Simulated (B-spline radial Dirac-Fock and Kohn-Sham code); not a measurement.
Total and shell-resolved photoionisation of Ba²⁺

System: barium as Ba²⁺, configuration [Kr] 4d10 5s2 5p6.

Input file task.json (cfg lists n, l and occupation; rrms is the nuclear radius in fm):

```json
{"items": [{
  "Z": 56,
  "q": 2,
  "cfg": [[1, 0, 2], [2, 0, 2], [2, 1, 6], [3, 0, 2], [3, 1, 6], [3, 2, 10], [4, 0, 2], [4, 1, 6], [4, 2, 10], [5, 0, 2], [5, 1, 6]],
  "A": 138,
  "rrms": 4.8378,
  "do": ["binding", "quiet", "photo", "scan"],
  "hv": [33.6, 39.9, 40.81, 49.6, 83.9, 400, 601.0, 800, 1253.6, 2000, 2984.4, 5220.0, 5414.7, 10100.0, 13200.0, 17479.3]
}]}
```

Launch: `python xray_run.py task.json out`

Model: independent-particle photoionisation in a Dirac-Hartree-Slater potential with a Latter tail, all multipoles, thresholds from Dirac-Fock ΔSCF. Program: a radial B-spline solver.

Computed thresholds (eV): K 37460.4, L1 6017.1, L2 5646.6, L3 5269.7, M1 1317.5, M2 1162.3, M3 1087.9, M4 818.3, M5 803.0, N1 285.1, N2 226.7, N3 211.2, N4 113.9, N5 111.3, O1 54.51, O2 37.05, O3 34.84.

| photon energy (eV) | total (b) | K (%) | L (%) | M (%) | N (%) | O (%) |
| --- | --- | --- | --- | --- | --- | --- |
| 40.81 | 3.445e+06 | – | – | – | – | 100.0 |
| 49.6 | 1.722e+06 | – | – | – | – | 100.0 |
| 83.9 | 567600 | – | – | – | – | 100.0 |
| 400 | 1.363e+06 | – | – | – | 93.5 | 6.5 |
| 601 | 846100 | – | – | – | 94.2 | 5.8 |
| 800 | 540300 | – | – | – | 94.0 | 6.0 |
| 1253.6 | 1.468e+06 | – | – | 84.2 | 14.8 | 1.0 |
| 2000 | 532500 | – | – | 83.8 | 15.0 | 1.2 |
| 2984.4 | 201400 | – | – | 83.0 | 15.6 | 1.5 |
| 5220 | 48660 | – | – | 81.8 | 16.3 | 1.9 |
| 5414.7 | 130400 | – | 66.1 | 27.7 | 5.6 | 0.6 |
| 10100 | 40900 | – | 79.3 | 16.8 | 3.5 | 0.5 |
| 13200 | 19960 | – | 79.4 | 16.6 | 3.5 | 0.5 |
| 17479.3 | 9264 | – | 79.5 | 16.5 | 3.5 | 0.5 |
